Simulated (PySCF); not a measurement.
# Trend along group 15: MB anions

PBE0 with double-zeta basis sets in PySCF, for the lowest determinant that a PBE0 search found; no spin–orbit coupling. De refers to high-spin ground-configuration atoms (the charge goes to the atom of lower measured ionisation energy or higher electron affinity, which is not always the lowest computed limit). A positive dipole points towards B; it is taken about the centre of mass and depends on that origin.

```json
{"M": "P", "basis": "aug-cc-pVDZ/aug-cc-pV(D+d)Z", "charged atom": "P−", "state (unpaired electrons)": "doublet (σ ↑)", "Re (Å)": "1.706", "ωe (cm⁻¹)": "1051", "De (eV)": "5.40", "μ (D)": "-0.90"}
{"M": "As", "basis": "def2-SVPD", "charged atom": "As−", "state (unpaired electrons)": "doublet (σ ↑)", "Re (Å)": "1.795", "ωe (cm⁻¹)": "914", "De (eV)": "n/a", "μ (D)": "-2.39"}
{"M": "Sb", "basis": "aug-cc-pVDZ/aug-cc-pVDZ-PP", "charged atom": "Sb−", "state (unpaired electrons)": "doublet (σ ↑)", "Re (Å)": "2.015", "ωe (cm⁻¹)": "741", "De (eV)": "n/a", "μ (D)": "-3.11"}
{"M": "Bi", "basis": "aug-cc-pVDZ-PP/aug-cc-pVDZ", "charged atom": "Bi−", "state (unpaired electrons)": "doublet (σ ↑)", "Re (Å)": "2.093", "ωe (cm⁻¹)": "673", "De (eV)": "3.53", "μ (D)": "-3.88"}
```

The shortest bond is that of BP⁻ (1.706 Å), the longest that of BiB⁻ (2.093 Å).

The rows differ in basis set, which adds steps of its own.

Down a group the atoms grow and get heavier, so bonds lengthen and wavenumbers fall; this series shows no clear exception.

Spin–orbit coupling is left out, which matters for elements this heavy, above all for dissociation energies. For an ion De counts to the pair picked by the measured ionisation energies or electron affinities, which need not be the lowest pair at this level. States were picked by a PBE0 search and need not be the measured ground states.
